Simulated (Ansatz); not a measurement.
A nudged elastic band was laid between two geometries of Cl2Zn + F (4 atoms, charge 0, multiplicity 2).

These are results of UHF/def2-SVP in Ansatz 0.2.0, not measurements.

```yaml
movable_images: 5
climbing_image: from the first iteration
spring: 5.0 eV/Å²
optimiser: lbfgs
start_path: through a guess of the saddle point
force_threshold: 0.05 eV/Å
iteration_limit: 60
end_points: relaxed
```

Image 0:

```xyz
4
Properties=species:S:1:pos:R:3
Zn 0.000 0.000 -0.234
Cl 0.000 0.000 1.897
Cl 0.000 0.000 -2.364
F 0.000 0.000 5.240
```

Image 6:

```xyz
4
Properties=species:S:1:pos:R:3
Zn 0.000 0.000 -0.610
Cl -0.001 0.000 3.163
Cl 0.000 0.000 -2.792
F 0.000 0.000 4.779
```

Problem. Which bonds break or form, and what moves?

Solution. Bonds broken: Zn1–Cl2. Bonds formed: Cl2–F4. Cl2Zn + F becomes ClF + ClZn.

Problem. Give the energies along the band, and the barrier.

Solution. It converged. The highest image is number 5 of 0 to 6, 3.27 eV above the first end and 0.00 eV above the last; the last end lies 3.27 eV above the first. Neighbouring images differ by up to 1.4 eV, so the band resolves the path poorly. The top lies less than 8 meV above the higher end, about what the thresholds resolve: that end is a shoulder or a very shallow well. Another band between the same ends (5 images) ends at a top of the same energy, where a vibrational analysis finds no clearly imaginary modes.

```json
{"image": "0", "path coordinate (Å)": "0.00", "energy (eV)": "0.00", "Zn1–Cl2 (Å)": "2.13", "Cl2–F4 (Å)": "3.34"}
{"image": "1", "path coordinate (Å)": "0.28", "energy (eV)": "0.01", "Zn1–Cl2 (Å)": "2.13", "Cl2–F4 (Å)": "3.02"}
{"image": "2", "path coordinate (Å)": "0.56", "energy (eV)": "0.27", "Zn1–Cl2 (Å)": "2.28", "Cl2–F4 (Å)": "2.63"}
{"image": "3", "path coordinate (Å)": "0.85", "energy (eV)": "1.39", "Zn1–Cl2 (Å)": "2.62", "Cl2–F4 (Å)": "2.34"}
{"image": "4", "path coordinate (Å)": "1.15", "energy (eV)": "2.84", "Zn1–Cl2 (Å)": "2.99", "Cl2–F4 (Å)": "2.01"}
{"image": "5", "path coordinate (Å)": "1.45", "energy (eV)": "3.27", "Zn1–Cl2 (Å)": "3.32", "Cl2–F4 (Å)": "1.62"}
{"image": "6", "path coordinate (Å)": "1.90", "energy (eV)": "3.27", "Zn1–Cl2 (Å)": "3.77", "Cl2–F4 (Å)": "1.62"}
```

Problem. What is the geometry of the highest image?

Solution. 
```xyz
4
Properties=species:S:1:pos:R:3
Zn 0.000 0.000 -0.390
Cl 0.000 0.000 2.935
Cl 0.000 0.000 -2.566
F 0.000 0.000 4.560
```

Time of the run: 5.5 min on 2 threads of Intel(R) Xeon(R) Platinum 8259CL CPU @ 2.50GHz (Skylake/Cascade Lake), on a shared host, peak memory 0.27 GiB.
